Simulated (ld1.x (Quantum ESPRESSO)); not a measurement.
Cutoff test, Mg (Z = 12), TM semilocal

| Item | Value |
| --- | --- |
| Element | magnesium |
| Generator | ld1.x (Quantum ESPRESSO) 7.5 |
| Type | norm-conserving Troullier–Martins (semilocal form) |
| Functional | LDA (PZ) |
| Relativity | scalar-relativistic |
| Frozen core | [He] |
| Valence charge | 10 |
| Reference configuration | 2s2 2p6 3s1.5 3p0 (charge +0.5) |
| Partial waves | 2s (bound): rc 0.95 bohr; 2p (bound): rc 1.05 bohr; 3d channel at 0.3 Ry: rc 0.90 bohr |
| Local potential | the d channel |
| Core correction | none |

Occupied shells without a wave of their own: 3s. They enter only through the test configuration that unscreens the potential.

The pseudo-atom Hamiltonian at the reference potential is diagonalised in spherical Bessel functions j_l(qr) that vanish at 20 bohr, with q² up to the cutoff. All-electron valence levels (Ry): 2s -6.1420, 3s -0.5903, 2p -3.7478, 3p -0.3024.

Question: How do the lowest levels (Ry) of each channel move with the cutoff, and are there ghosts?

Answer:

| cutoff (Ry) | s #1 | s #2 | p #1 | p #2 | d #1 | d #2 | Σ f·Δε (mRy) |
| --- | --- | --- | --- | --- | --- | --- | --- |
| 8 | -4.8487 | -0.4782 | -0.7357 | -0.1149 | -0.0552 | 0.0303 | 20840.6 |
| 15 | -5.7377 | -0.5528 | -1.0603 | -0.1532 | -0.0555 | 0.0299 | 17003.1 |
| 25 | -6.0791 | -0.5896 | -1.5082 | -0.1929 | -0.0557 | 0.0297 | 13577.6 |
| 35 | -6.1221 | -0.5972 | -2.0320 | -0.2272 | -0.0557 | 0.0297 | 10337.4 |
| 50 | -6.1247 | -0.5981 | -2.7161 | -0.2603 | -0.0558 | 0.0297 | 6226.2 |
| 70 | -6.1343 | -0.5983 | -3.3300 | -0.2833 | -0.0558 | 0.0296 | 2523.0 |
| 100 | -6.1410 | -0.5987 | -3.6891 | -0.2954 | -0.0558 | 0.0296 | 354.8 |
| 140 | -6.1415 | -0.5987 | -3.7454 | -0.2976 | -0.0558 | 0.0296 | 16.1 |
| 180 | -6.1419 | -0.5987 | -3.7470 | -0.2977 | -0.0558 | 0.0296 | 5.7 |
| 260 | -6.1420 | -0.5988 | -3.7477 | -0.2977 | -0.0558 | 0.0296 | 1.0 |
| 400 | -6.1421 | -0.5988 | -3.7478 | -0.2977 | -0.0558 | 0.0296 | 0.0 |

Result: no extra level below or beside the all-electron valence levels (s, p, d tested); the semilocal form is local in each channel, so this says nothing of the separable form that plane-wave codes build from it; 10 mRy is reached at 160 Ry and 1 mRy at 300 Ry.

Its largest configuration-test error is -317 meV.
